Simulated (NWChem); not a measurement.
**Lowest excitation of H$_{2}$OSi**

```xyz
4

Si     0.3955     0.5087     0.0000
H      1.6041    -0.4718     0.0000
O     -0.8203    -0.6352     0.0000
H     -0.5785    -1.5679     0.0000
```
Charge 0, spin multiplicity 1.

Program: NWChem. Structure: optimised with PBE0/def2-SVP, a minimum by its harmonic frequencies. It is one conformer; others weren't searched.

Basis set: aug-cc-pVDZ.

The correlated methods keep 6 core orbitals frozen. B3LYP has NWChem's definition, with VWN1-RPA local correlation. The structure started from a generated list of species. No row is a measurement; the coupled-cluster row has its own basis-set and correlation limits.

Q: For the lowest vertical singlet excitation energy, CIS gives 3.55 eV and TDA-LDA (SVWN5) gives 3.15 eV. What do TD-PBE, EOM-CCSD, TD-B3LYP give?

A: TD-PBE: 3.11 eV; EOM-CCSD: 3.42 eV; TD-B3LYP: 3.22 eV.
